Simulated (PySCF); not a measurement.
Point-charge models of `C1[SiH2]O[Si@@H](Cl)[C@@H]1C#CC` against its computed dipole.

Coordinates (GFN2-xTB, Å) and charges (e) from the PBE0/pcSseg-1 density (PySCF):

```tsv
atom	x	y	z	Mulliken	IAO	Hirshfeld	ESP-fitted
C1	-3.704	0.001	0.251	-0.1891	-0.4346	-0.0986	-0.5286
C2	-2.272	0.208	0.200	-0.3497	-0.0671	-0.0619	+0.2419
C3	-1.088	0.400	0.174	+0.1178	-0.0812	-0.0729	-0.5917
C4	0.344	0.588	0.119	-0.6130	-0.4059	-0.1019	+0.4541
C5	0.959	-0.127	-1.107	-0.4936	-0.5493	-0.1586	-0.4959
Si6	2.795	-0.467	-0.718	+0.8686	+0.9989	+0.4160	+0.5811
O7	2.690	-0.474	0.926	-0.7240	-0.8899	-0.3171	-0.4133
Si8	1.303	-0.039	1.662	+1.0462	+1.1460	+0.4155	+0.2813
Cl9	1.709	1.416	2.972	-0.3012	-0.2950	-0.1075	-0.1473
H10	-4.083	-0.252	-0.740	+0.1446	+0.1688	+0.0581	+0.1729
H11	-3.942	-0.811	0.938	+0.1452	+0.1689	+0.0580	+0.1726
H12	-4.198	0.910	0.593	+0.1467	+0.1711	+0.0594	+0.1768
H13	0.534	1.666	0.023	+0.1792	+0.1710	+0.0487	+0.0257
H14	0.436	-1.076	-1.252	+0.1552	+0.1571	+0.0409	+0.1553
H15	0.788	0.457	-2.012	+0.1547	+0.1560	+0.0426	+0.1300
H16	3.696	0.624	-1.075	-0.1036	-0.1422	-0.0770	-0.1147
H17	3.258	-1.798	-1.079	-0.1055	-0.1349	-0.0740	-0.1007
H18	0.767	-1.218	2.319	-0.0786	-0.1376	-0.0697	+0.0003
```

Task: Compute μ = Σ q r for each scheme (1 e·Å = 4.803 D) and compare with the dipole of the full density.

Result: The full density gives (-1.56, -0.59, -2.05) D, 2.65 D in size; dipole vectors point from the negative to the positive end.

| scheme | μx | μy | μz | size (D) | share of the full size (%) | angle to the full dipole (°) |
| --- | --- | --- | --- | --- | --- | --- |
| Mulliken | -1.30 | -2.17 | -2.00 | 3.22 | 122 | 30 |
| IAO | -1.40 | -1.14 | -2.32 | 2.94 | 111 | 12 |
| Hirshfeld | -0.73 | -0.36 | -0.94 | 1.24 | 47 | 4 |
| ESP-fitted | -1.62 | -0.63 | -2.11 | 2.73 | 103 | 0 |

Task: Which set comes closest?

Result: Length of the difference vector: ESP-fitted 0.08 D, IAO 0.63 D, Hirshfeld 1.41 D, Mulliken 1.60 D. Closest: ESP-fitted. 

Task: What is left for the Hirshfeld atoms' own dipoles?

Result: The shares of the density sum to the whole, so what Σ q r misses lies in dipoles about the nuclei. The atomic dipoles sum to (-1.56, -0.59, -2.05) − (-0.73, -0.36, -0.94) = (-0.83, -0.24, -1.11) D, 1.41 D in size.

Task: With the origin at the mean of the coordinates, (0.000, 0.000, 0.122) Å, which are the largest single terms, by size, of the Mulliken dipole along the direction of the full one?

Result: Si8 -9.82, O7 +7.32, Cl9 +5.12, Si6 -3.73, H10 +2.18 D; all 18 atoms together +2.80 D. The single terms depend on the origin, their sum doesn't.

Task: Give the size of the full dipole in other units.

Result: 2.65 D = 1.041 au = 0.551 e·Å = 8.83 × 10⁻³⁰ C·m.

Geometry: GFN2-xTB, one conformer, isolated molecule. GFN2-xTB frequencies show an imaginary mode (40i cm⁻¹), so this geometry is no minimum at that level.
